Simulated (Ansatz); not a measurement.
```xyz
8

C     0.0000   -0.9285   -0.0654
O     0.0000   -0.9156    1.1316
O     0.0000    0.1455   -0.8496
C     0.0000    1.3995   -0.1837
H     0.0000   -1.8418   -0.6966
H     0.0000    2.1653   -0.9678
H    -0.8920    1.5055    0.4514
H     0.8920    1.5055    0.4514
```

Basis set: def2-TZVP (spherical functions). Left uncorrelated: 4 orbitals. Charge 0, multiplicity 1.

Computed with Ansatz (development build ahead of 0.2.0); each method stands on the lowest determinant of its kind that the runs found. Restricted open shells among the atoms or ions are ROHF, correlated in semicanonical orbitals with singles.

(1) Give the atomization energy at this shape (free ground-state atoms in the same class of orbitals less the molecule, no zero-point energy) of singlet C2H4O2 by RHF-MP2, RHF.

## Answers

(1)

```tsv
method	atomization energy
RHF-MP2	33.72 eV
RHF	24.27 eV
```
